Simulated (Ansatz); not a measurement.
Input file for Ansatz (a quantum-chemistry and plane-wave program): R-CCSD(T)/aug-cc-pVQZ on CH2O (SMILES C=O).

Ansatz 0.2 input:
```yaml
crystal:
  periodic: [false, false, false]
  atoms:
    - {symbol: O, position_ang: [0.00000031, 0.00000000, 1.19296326]}
    - {symbol: C, position_ang: [-0.00000094, 0.00000000, -0.00589328]}
    - {symbol: H, position_ang: [0.00000032, 0.93875301, -0.59353499]}
    - {symbol: H, position_ang: [0.00000032, -0.93875301, -0.59353499]}
basis:
  gaussian:
    orbitals: aug-cc-pVQZ
magnetization: {spin_polarized: false}
correlation: {method: ccsd_t, electrons: outside_noble_gas}
scf: {lower_state_search: off}
```

Output:

```
WARN ansatz: RAYON_NUM_THREADS=1 ignored (pool sized by the plan → 1); use --threads N
Functional definition: HF
these checks for a lower state are left out or cut short: stability, starts, cluster_reference, orbital_swaps, neighbouring_geometries, increment
integrals: 1.65 GiB planned
1506 factors; integrals over basis functions are off by at most 1.2e-3 eV
mean field: 0.79 GiB planned
mean field evaluation 1: about -3097.9695 eV, gradient 3.2e1 eV
mean field evaluation 2: about -3097.9697 eV, gradient 3.2e1 eV
mean field evaluation 4: about -3099.9400 eV, gradient 2.3e0 eV
mean field evaluation 8: about -3099.9666 eV, gradient 1.4e-1 eV
mean field -3099.96672052 eV, -113.9216757461 hartree, gradient 6.6e-7 eV, S^2 0.000000; 0 other end points of the search recorded, 0 dependent functions left out
2 core orbitals not correlated
reference -3099.96672052 eV, -113.9216757461 hartree; 6, 6 occupied and 244, 244 virtual orbitals, 1506 factors
second order -11.61308907 eV of doubles, -0.00000000 eV of singles
coupled cluster: 1.75 GiB planned
cycle   1  -11.36377559 eV  change    2.5e-1 eV  update   8.2e-2
cycle   2  -11.68078291 eV  change   -3.2e-1 eV  update   2.7e-2
cycle   3  -11.76595685 eV  change   -8.5e-2 eV  update   1.3e-2
cycle   4  -11.75484970 eV  change    1.1e-2 eV  update   3.4e-3
cycle   5  -11.75506552 eV  change   -2.2e-4 eV  update   1.5e-3
cycle   6  -11.75590006 eV  change   -8.3e-4 eV  update   4.8e-4
cycle   7  -11.75576582 eV  change    1.3e-4 eV  update   1.8e-4
cycle   8  -11.75569801 eV  change    6.8e-5 eV  update   5.7e-5
cycle   9  -11.75571584 eV  change   -1.8e-5 eV  update   2.1e-5
cycle  10  -11.75571895 eV  change   -3.1e-6 eV  update   5.8e-6
perturbative correction -0.50496541 eV, -0.0185571365 hartree
Total energy: -3112.22740488 eV, -114.3722475858 hartree
Checks for a lower state left out: stability, starts, cluster_reference, orbital_swaps, neighbouring_geometries, increment
```

The run converged.

Cost: around 5 core-minutes (rough).
